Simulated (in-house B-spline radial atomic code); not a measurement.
Solving the quasi-particle equation for 4d of In IV (In3+)

Configuration [Kr] 4d10, start HSE06; correlation leaves out the 6 deepest shells. Computed with a B-spline radial code for spherical atoms: all electrons, scalar-relativistic (spin-free one-electron X2C), finite nucleus, each spin shell either full or empty, empty states to l = 9 with an (l + 1/2)⁻⁴ tail; G0W0 by contour deformation at full frequency.

At the mean-field level ε = -49.92 eV the matrix elements are Σx = -42.826 eV, v_xc = -36.015 eV and Σc(ε) = 0.015 eV, and the slope of the correlation self-energy is dΣc/dω = -0.0533. The quasi-particle energy solves E = ε + Σx − v_xc + Σc(E).

Problem. What does the linearised equation give?

Solution. Z = 1/(1 − dΣc/dω) = 1/1.0533 = 0.9494. The first-order shift is Σx − v_xc + Σc(ε) = -42.826 − (-36.015) + (0.015) = -6.796 eV, so E ≈ ε + Z × shift = -49.92 + 0.9494 × (-6.796) = -56.372 eV.

Problem. How does that compare with the full solution and with static screening?

Solution. Solving the equation at full frequency dependence gives E = -56.347 eV, where Σc = 0.384 eV and the weight is 0.942; the linearised value is off by 25 meV. Leaving Z out would give -56.716 eV. Static COHSEX puts -3.184 eV in place of Σc and gives -59.915 eV, 3.57 eV deeper. The tabulated removal energy is 55.45 ± 0.04 eV (NIST, measured); the run leaves out spin-orbit coupling, Breit and QED terms.
